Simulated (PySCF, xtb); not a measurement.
GaH3Se2, SMILES [SeH][GaH][SeH]. One conformer was computed; it need not be the lowest.

Harmonic wavenumbers (cm⁻¹) from GFN2-xTB run with xtb 6.7.1 at its own minimum, in rising order: 66, 111, 124, 217, 278, 321, 405, 516, 580, 1548, 1977, 1993.

**Question.** What does B3LYP-D3(BJ)/def2-SVP run with PySCF 2.14.0 give at its own minimum? (The exact figures need the calculation; the answer reports its results.)

**Answer.** 85, 220, 223, 247, 319, 465, 505, 645, 679, 1983, 2410, 2413. Paired by order, the mean absolute difference is 171 cm⁻¹ and the zero-point energies are 11.6 and 14.6 kcal/mol.
